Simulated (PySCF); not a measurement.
# Two-component Hartree-Fock for C+ (carbon, charge +1)

Start: [He] 2s2 3d1; 3d5/2 filled at m_j = +5/2. Calculated with PySCF 2.14 in x2c-TZVPall-2c with one added diffuse shell each of s, p, d type (6s4p3d1f, 40 functions): generalised Hartree-Fock with the X2C-1e Hamiltonian and a Gaussian nucleus; one run each with spin-orbit coupling (SO) switched off, then screened by Boettger's factors. This is a chosen level, not necessarily the ground level.

```json
{"spinor shell": "1s1/2", "electrons": "2", "ε, spin-free (eV)": "-336.82", "ε, screened SO (eV)": "-336.82", "weight of nominal j (screened SO)": "1.000", "rms radius, screened SO (bohr)": "0.310"}
{"spinor shell": "2s1/2", "electrons": "2", "ε, spin-free (eV)": "-38.557", "ε, screened SO (eV)": "-38.557", "weight of nominal j (screened SO)": "1.000", "rms radius, screened SO (bohr)": "1.50"}
{"spinor shell": "3d5/2", "electrons": "1", "ε, spin-free (eV)": "-5.709", "ε, screened SO (eV)": "-5.709", "weight of nominal j (screened SO)": "1.000", "rms radius, screened SO (bohr)": "4.13"}
```

| quantity | spin-free | screened SO |
| --- | --- | --- |
| E (hartree) | -36.63211 | -36.63210 |
| M_J | 5/2 | 5/2 |
| ⟨J²⟩ | 8.750 | 8.750 |
| ⟨L²⟩ | 6.000 | 6.000 |
| ⟨S²⟩ | 0.750 | 0.750 |

Without spin-orbit coupling the j labels of p, d and f shells carry no meaning; the spin-free column gives the mean over the occupied spinors of each nl shell.
